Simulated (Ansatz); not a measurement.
ZrSe₂⁺, relaxed as a doublet with UKS PBE0-D4/def2-TZVP in Ansatz, starting from the GFN1-xTB geometry. Force threshold 0.02 eV/Å.

In the def2 sets Zr takes a core potential; there is no spin–orbit coupling. The structure comes from a short search, and lower isomers may exist.

Start:

```xyz
3

Zr   -1.277    0.620    0.012
Se    0.512   -0.547   -1.196
Se    0.765   -0.073    1.184
```

(1) Estimate the energy that the relaxation releases and the steps that it takes.

(2) Does the start keep its bonding and symmetry?

(3) Predict the relaxed structure.

## Answers

(1) 2.2 kJ/mol, in 4 steps; 7.5 s on 4 threads of Intel Xeon Platinum 8559C on a shared host. No frequencies were taken in this run, so the end may be a saddle point.

(2) By distances, no bond broke or formed. The bond that changes most is Se2–Se3, from 2.44 to 2.38 Å (atoms count from 1). Point group C2v at the start, C2v at the end, both within 0.05 Å.

(3) 
```xyz
3

Zr   -1.2731    0.6179    0.0121
Se    0.5132   -0.5405   -1.1665
Se    0.7599   -0.0774    1.1545
```
Bond lengths: 2 × Se–Zr 2.43 Å; 1 × Se–Se 2.38 Å.
